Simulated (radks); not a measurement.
Values are calculated unless marked as measured or tabulated.
Ionisation of Au, [Xe] 4f14 5d10 6s1, to Au+, [Xe] 4f14 5d10, under several functionals. Non-relativistic Kohn-Sham, spin-polarised, spherical densities, point nucleus; open shells are filled with parallel spins first (spin-orbit coupling, left out, can overturn this in heavy ions); a radial shooting solver on a logarithmic mesh with Libxc functionals.

functional,E(Au) (hartree),Exc (hartree),IE (eV),-e(HOMO) (eV),<r> HOMO (bohr),IE error (eV)
Wu-Cohen GGA,-17868.1907,-340.9297,7.472,4.480,3.310,-1.754
exchange-only PBE,-17864.3111,-336.9844,6.988,3.970,3.469,-2.237
Tao-Mo meta-GGA,-17867.3674,-340.1017,7.226,4.309,3.370,-2.000
BP86,-17871.1201,-343.8788,7.607,4.599,3.309,-1.619
exchange-only B88,-17865.6923,-338.3840,6.934,3.969,3.435,-2.291
exchange-only r2SCAN,-17864.8572,-337.6263,6.553,3.969,3.479,-2.673
revTPSS,-17867.2859,-340.0151,7.168,4.300,3.337,-2.058

NIST Atomic Spectra Database: 9.226 eV (measured). Closest: BP86. The Delta-SCF values span 1.05 eV, the total energies 6.81 hartree. The highest occupied level is 6s. Relativity is left out here, which matters for elements this heavy.
